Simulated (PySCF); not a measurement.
**Electron correlation in Ne (neon, neutral)**

[He] 2s2 2p5 3s1, high-spin 3P determinant (an excited configuration). Computed with PySCF 2.14 in aug-cc-pVTZ with one added diffuse shell each of s, p, d, f type (6s5p4d3f, 62 functions), with the non-relativistic Hamiltonian (point nucleus). Frozen: 1s2; 8 electrons correlated.

```csv
level,correlation energy (mhartree)
CCSD,-218.43
(T),-3.19
CCSD(T),-221.62
```

Diagnostics: T1 = 0.0088, D1 = 0.0299, largest double amplitude 0.023.

The outer electron is Rydberg-like, and this basis confines it to a smaller radius and binds it less than a complete one would.

Cost of the coupled-cluster step: about 9 core-seconds, for 8 correlated electrons.
